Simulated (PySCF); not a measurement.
Simulated outer-valence photoelectron spectrum of `F[SiH2][SiH2][SiH3]`. Computed with EOM-IP-CCSD/aug-cc-pVDZ in PySCF, restricted Hartree–Fock reference, 16 core orbitals frozen, non-relativistic, gas phase, PBE0-D3(BJ)/def2-SVP geometry.

Each root has a Gaussian of 0.8 eV full width with its one-hole share as area; cross sections and vibrations are left out, and the highest printed point is 100.

ionisation energy (eV), intensity and a bar:
```
      9.0          0 
      9.2          2 
      9.4          7 ##
      9.6         17 #####
      9.8         30 #########
     10.0         38 ###########
     10.2         35 ##########
     10.4         28 ########
     10.6         27 ########
     10.8         34 ##########
     11.0         38 ###########
     11.2         33 ##########
     11.4         27 ########
     11.6         29 #########
     11.8         46 ##############
     12.0         69 #####################
     12.2         90 ###########################
     12.4        100 ##############################
     12.6         95 ############################
     12.8         78 #######################
     13.0         57 #################
     13.2         34 ##########
     13.4         17 #####
     13.6          6 ##
     13.8          2 
     14.0          1 
     14.2          3 #
     14.4          9 ###
     14.6         21 ######
     14.8         35 ###########
     15.0         46 ##############
     15.2         50 ###############
     15.4         49 ###############
     15.6         42 #############
     15.8         29 #########
     16.0         15 #####
     16.2          6 ##
     16.4          2 
     16.6          0
```

**Question.** Where are the maxima, and how many lines lie under the curve?

**Answer.** 4 maxima, at 10.0, 11.0, 12.4 and 15.3 eV, from 8 lines. At this width some lines have no maximum of their own.

**Question.** List the lines with their holes.

**Answer.** 
```tsv
E (eV)	leading hole (HF orbital)	area	Koopmans (eV)
10.03	HOMO	0.96	10.55
11.00	HOMO-1	0.95	11.74
12.01	HOMO-2	0.94	12.83
12.37	HOMO-3	0.94	13.21
12.52	HOMO-4	0.94	13.33
12.95	HOMO-5	0.93	13.83
14.96	HOMO-6	0.92	16.60
15.55	HOMO-7	0.93	17.90
```

The widest gap, 2.01 eV, lies between 12.95 and 14.96 eV. Only orbitals with −ε under 21 eV, eight at most, were ionised, so the high end of the curve may lack lines.

Conformer computed: `[F:1][SiH2:2][SiH2:3][SiH3:4]`: F1–Si2–Si3–Si4 33°.

One conformer stands for the species.
